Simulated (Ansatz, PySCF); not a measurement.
Noncovalent pair: CH3Cl (SMILES CCl) (first 5 atoms) with CH2O (SMILES C=O); geometry from B3LYP-D3(BJ)/def2-TZVP, rigid monomers moved along the line of their centres of mass till H4···O7 is 2.73 Å.
(charge 0, multiplicity 1):
```xyz
9

C      0.97991     0.48507    -0.20188
Cl     1.16565    -1.25024     0.23434
H      0.16698     0.56430    -0.91667
H      0.75548     1.03591     0.70652
H      1.91430     0.82081    -0.64035
C      0.51933    -0.29454     3.56954
O      0.36777     0.88611     3.40190
H     -0.32372    -1.00726     3.51741
H      1.50909    -0.73294     3.79225
```

Monomers are frozen at their geometry in the pair; levels with a basis set take the counterpoise correction. Rows marked so take none.

Rows in STO-3G carry no dispersion term and start afresh at each structure.

Codes used: Ansatz (a first-principles code); PySCF for STO-3G rows, the dispersion terms. 

Task: One of these levels gives -0.92 kcal/mol for the interaction energy. Which?
(A) r2SCAN/def2-TZVPPD
(B) PBE-D4/def2-TZVPPD
(C) HF/aug-cc-pV(D+d)Z
(D) HF/STO-3G (no counterpoise)

Result: D, HF/STO-3G (no counterpoise). The others give -1.79 (HF/aug-cc-pV(D+d)Z), -3.13 (PBE-D4/def2-TZVPPD), -2.67 (r2SCAN/def2-TZVPPD)
